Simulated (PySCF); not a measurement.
The isolated species Cu(PH3)(SH) (`[PH3]->[Cu][SH]`) is ionised with Mg Kα (hν = 1253.6 eV). Calculated photoelectron kinetic energies of its computed core levels, recoil neglected:

```
line  kinetic energy (eV)
   1              1115.40
   2              1114.50
   3               315.29
   4               294.63
```

Method: delta-SCF UKS SCAN, pcX-2 on the ionised atom (unc-x2c-TZVPall on a metal), pcseg-1 elsewhere, spin-free X2C in PySCF.

Q: Which element, shell and site does each line come from? Bonds: Cu1–P2, Cu1–S6. Hydrogens: H3, H4, H5 on P2; H7 on S6.

A: Against the vacuum level, binding energy = hν − kinetic energy.

```csv
line,binding energy (eV),level,atoms,environment
1,138.20,P 2p3/2,P2,phosphorus bonded to Cu and 3 H
2,139.10,P 2p1/2,P2,phosphorus bonded to Cu and 3 H
3,938.31,Cu 2p3/2,Cu1,copper bonded to P and S
4,958.97,Cu 2p1/2,Cu1,copper bonded to P and S
```

Out of reach at this photon energy: P 1s (2151.9 eV), S 1s (2475.3 eV).

Q: Where does line 2 move with hν = 1000.0 eV?

A: To 1000.0 − 139.10 = 860.90 eV; every photoline shifts by the change in photon energy, -253.6 eV.

Q: Which photon energy gives electrons from Cu 2p3/2 of Cu1 a kinetic energy of 20 eV, and what is their de Broglie wavelength?

A: hν = 938.31 + 20 = 958.31 eV, recoil neglected; λ = 12.264 Å/√(E/eV) = 2.74 Å.

Other core shells, valence and Auger electrons aren't listed. Not every level is listed. For 2p shells one spin-free hole was relaxed; a mean-field spin–orbit operator and the ground-state splitting of the three 2p orbitals were then diagonalised within the shell. The shell's mean is (2 × 2p3/2 + 2p1/2)/3, and the degeneracies 2j + 1 give areas of 2:1. 2p1/2 minus 2p3/2 (ligand field included): Cu 20.66 eV, P 0.89 eV. Satellites of the metal's 2p lines aren't described. Geometry: PBE0-D3(BJ)/def2-SVP; no solvent, vibrations or thermal averaging. Metal 2p energies of this one-determinant scheme are less reliable than its 1s energies.

Time: 15 s wall. Hardware: an Arm Neoverse V2 with one thread, on a shared host.
